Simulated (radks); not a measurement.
Dynamic dipole polarisability and lines of the phosphorus ion P5+, [Ne]. Method: scalar-relativistic Kohn-Sham, LDA (Slater exchange, Perdew-Wang correlation), spin-unpolarised, spherical densities, finite nucleus; Fermi nuclear charge, rms radius of each element as measured or else 0.836 A^(1/3) + 0.57 fm; computed with a radial shooting solver on a logarithmic mesh with Libxc functionals. Time-dependent linear response with the Hartree and adiabatic LDA kernel, continuum included through the Sternheimer equations, no spin-orbit coupling, so fine structure and intercombination lines are absent. Lines are the poles of the dipole polarisability below minus the highest occupied eigenvalue, found on a grid refined at the orbital gaps; the lowest seven at most are given, and weak or close lines can be missed. The first line takes the name of the lowest orbital gap if no other gap lies below it; otherwise a line is named after a gap within 0.6 % of it, if that gap stands alone.

| photon energy (eV) | alpha (bohr^3) |
|---|---|
| 0 | 0.1106 |
| 9.844 | 0.1109 |
| 22.969 | 0.1123 |
| 36.094 | 0.1150 |
| 49.219 | 0.1143 |
| 62.345 | 0.1253 |
| 75.470 | 0.1341 |
| 88.595 | 0.1471 |
| 101.72 | 0.1677 |
| 114.85 | 0.2073 |
| 127.97 | 0.4854 |
| 141.10 | 0.2432 |
| 154.22 | 0.9413 |
| 167.35 | 0.3836 |
| 180.47 | -0.04009 |
| 193.60 | -0.1666 |

Lines (eV, oscillator strength): 130.07 (9.532 nm, 2p-3s), f = 0.205; 157.53 (7.871 nm, unassigned), f = 1.12; 167.51 (7.401 nm, 2p-4s), f = 0.0317; 177.07 (7.002 nm, 2p-4d), f = 0.380; 185.51 (6.683 nm, unassigned), f = 0.190; 189.61 (6.539 nm, unassigned), f = 0.297. Higher lines, where found, are left out when the end of the mesh affects them. Those listed give 56 % of the static polarisability (sum of f/w^2). Orbital energy gaps for comparison: 2p-3s 129.60 eV; 2p-3d 155.80 eV; 2p-4s 167.37 eV; 2p-4d 176.33 eV; 2p-5s 180.99 eV.
